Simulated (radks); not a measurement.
Valence configurations of O3+ (all share [He]). Calculated with a radial shooting solver on a logarithmic mesh with Libxc functionals: non-relativistic Kohn-Sham, BLYP, spin-polarised, spherical densities, point nucleus; open shells are filled with parallel spins first. Order these by energy: 2s2 2p1; 2s1.5 2p1.5; 2p3; 2s0.5 2p2.5; 2s1 2p2.

Answer. From the lowest, in eV above it: 2s2 2p1 0.000; 2s1.5 2p1.5 4.961; 2s1 2p2 8.524; 2s0.5 2p2.5 15.754; 2p3 22.983. NIST lists [He] 2s2 2p1 as the ground configuration; this level of theory agrees among the configurations tried. The energies are those of spherical high-spin densities, not of single terms.
